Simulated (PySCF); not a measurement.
OSr, SMILES [Sr]=[O].

Geometry optimised at B3LYP-D3(BJ)/def2-TZVPD. The def2 effective core potentials stand for the cores of Sr; spin–orbit coupling is left out.

Level of theory: PySCF with TDDFT-LC-ωPBE/def2-TZVPD.

Vertical excitations; the highest root listed may be one member of a degenerate set. Isolated molecule, no solvent. State labels are in the subgroup C2v.

Problem. Give excitation energies, oscillator strengths and character. (An estimate is asked for; the answer gives what the named calculation found.)

Solution. 
```
state  symmetry  energy (eV)  λ (nm)      f                                     main pairs
-----  --------  -----------  ------  -----  ---------------------------------------------
S1           A1         2.20     563  0.025               HOMO→LUMO 79 %, HOMO→LUMO+3 14 %
S2           B1         2.65     468  0.009    HOMO−2→LUMO, HOMO−2→LUMO+3 (degenerate set)
S3           B2         2.65     468  0.009    HOMO−1→LUMO, HOMO−1→LUMO+3 (degenerate set)
S4           B1         3.85     322  0.006                   HOMO→LUMO+1 (degenerate set)
S5           B2         3.85     322  0.006                   HOMO→LUMO+2 (degenerate set)
S6           A2         4.25     291  0.000     HOMO→LUMO+5, HOMO→LUMO+13 (degenerate set)
S7           A1         4.25     291  0.000     HOMO→LUMO+4, HOMO→LUMO+12 (degenerate set)
S8           A1         4.28     290  0.091               HOMO→LUMO+3 72 %, HOMO→LUMO 16 %
S9           A1         4.34     286  0.000  HOMO−1→LUMO+2, HOMO−2→LUMO+1 (degenerate set)
S10          A2         4.34     286  0.000  HOMO−2→LUMO+2, HOMO−1→LUMO+1 (degenerate set)
T1           A1         2.02     614      0                                 HOMO→LUMO 84 %
T2           B2         2.55     487      0    HOMO−1→LUMO, HOMO−1→LUMO+3 (degenerate set)
T3           B1         2.55     487      0    HOMO−2→LUMO, HOMO−2→LUMO+3 (degenerate set)
T4           A1         3.79     327      0            HOMO→LUMO+3 77 %, HOMO→LUMO+14 13 %
```
Triplets are in the Tamm–Dancoff approximation, which puts them higher than full response would, so one can lie above its singlet here.
